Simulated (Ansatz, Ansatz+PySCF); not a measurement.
```json
{"atom": "C", "x (Å)": "1.3970", "y (Å)": "0.0000", "z (Å)": "0.0000"}
{"atom": "C", "x (Å)": "0.7708", "y (Å)": "1.2260", "z (Å)": "0.0000"}
{"atom": "C", "x (Å)": "-0.6310", "y (Å)": "1.2129", "z (Å)": "0.0000"}
{"atom": "C", "x (Å)": "-1.3222", "y (Å)": "0.0000", "z (Å)": "0.0000"}
{"atom": "C", "x (Å)": "-0.6310", "y (Å)": "-1.2129", "z (Å)": "0.0000"}
{"atom": "C", "x (Å)": "0.7708", "y (Å)": "-1.2260", "z (Å)": "0.0000"}
{"atom": "H", "x (Å)": "1.3261", "y (Å)": "2.1679", "z (Å)": "0.0000"}
{"atom": "H", "x (Å)": "-1.1817", "y (Å)": "2.1579", "z (Å)": "0.0000"}
{"atom": "H", "x (Å)": "-2.4148", "y (Å)": "0.0000", "z (Å)": "0.0000"}
{"atom": "H", "x (Å)": "-1.1817", "y (Å)": "-2.1579", "z (Å)": "0.0000"}
{"atom": "H", "x (Å)": "1.3261", "y (Å)": "-2.1679", "z (Å)": "0.0000"}
```

Basis set: def2-SVP (spherical functions). Left uncorrelated: 6 orbitals. Correlation on ROHF uses semicanonical orbitals with singles. Charge 0, multiplicity 2.

Computed with Ansatz (development build ahead of 0.2.0); each method stands on the lowest determinant of its kind that the runs found. Restricted functionals stand beside restricted open-shell atoms, which can lie above the unrestricted atoms usual in DFT and then raise those values.

Problem. Give the atomization energy at this shape (free ground-state atoms in the same class of orbitals less the molecule, no zero-point energy) of doublet C₆H₅ by ωB97X (restricted open-shell), r²SCAN (unrestricted), r²SCAN (restricted open-shell), PBE0 (unrestricted), PBE0 (restricted open-shell), PBE (unrestricted), PBE (restricted open-shell), ROHF-MP2, UHF-MP2, UHF, ROHF, ωB97X (unrestricted).

Solution.

```
                        method  atomization energy
 ωB97X (restricted open-shell)            55.17 eV
         r²SCAN (unrestricted)            55.41 eV
r²SCAN (restricted open-shell)            55.82 eV
           PBE0 (unrestricted)            55.84 eV
  PBE0 (restricted open-shell)            56.06 eV
            PBE (unrestricted)            56.90 eV
   PBE (restricted open-shell)            57.07 eV
                      ROHF-MP2            53.50 eV
                       UHF-MP2            52.46 eV
                           UHF            41.55 eV
                          ROHF            41.84 eV
          ωB97X (unrestricted)            54.79 eV
```

Caution for UHF-MP2, UHF: the unrestricted determinant is spin contaminated.
